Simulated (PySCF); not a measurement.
**Finite-field polarisability of Sb (antimony, neutral)**

[Kr] 4d10 5s2 5p3, high-spin 4S determinant. Computed with PySCF 2.14 in aug-cc-pVTZ-DK3 (8s7p5d2f, 68 functions), with scalar relativity by spin-free X2C-1e. Frozen: [Kr] 4d10. Energy changes in a uniform field (μhartree):

| axis | F (au) | HF | MP2 | CCSD | CCSD(T) |
| --- | --- | --- | --- | --- | --- |
| x | 0.0021 | -97.634 | -97.585 | -97.692 | -97.906 |
| x | 0.0042 | -390.803 | -390.609 | -391.039 | -391.898 |

Q: Derive α along x at CCSD(T) from the two fields.

A: With ΔE = −αF²/2 − γF⁴/24, α = −(16 ΔE(F) − ΔE(2F))/(6F²) = 44.39 bohr³.

Q: And the mean polarisability at each level?

A: HF 44.27, MP2 44.25, CCSD 44.29, CCSD(T) 44.39 bohr³. Reference: 43 ± 2 bohr³ (recommended; Schwerdtfeger and Nagle, table of static dipole polarizabilities (2023 update)).
